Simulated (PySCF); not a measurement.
## Working out the ionisation energy of Sc

Sc [Ar] 3d1 4s2 (2D) → Sc⁺ [Ar] 3d1 4s1 (3D). All numbers are calculated (PySCF 2.14, scalar relativity by spin-free X2C-1e, in cc-pVDZ-DK). Frozen: [Ar]. Energies in hartree (1 hartree = 27.21139 eV):

```
             part   Sc (lower)  Sc⁺ (upper)
              UHF  -763.283321  -763.084979
MP2 opposite-spin    -0.024010     0.000000
    MP2 same-spin    -0.002451    -0.002432
```

Question: What does Hartree-Fock give?

Answer: (-763.084979) − (-763.283321) = 0.198342 hartree = 5.397 eV.

Question: What do MP2 and SCS-MP2 (6/5 opposite-spin, 1/3 same-spin) give?

Answer: The opposite-spin parts differ by 0.653 eV and the same-spin parts by 0.001 eV. MP2: 5.397 + (0.653) + (0.001) = 6.051 eV. SCS-MP2: 5.397 + 1.2 × (0.653) + (0.001)/3 = 6.181 eV.

Measured between the centres of the two terms (NIST): 6.562 eV, so MP2 (valence) is off by -0.511 eV.

A double-zeta basis recovers only part of the correlation energy.

What remains against the reference includes basis incompleteness, the frozen core and correlation beyond second order.
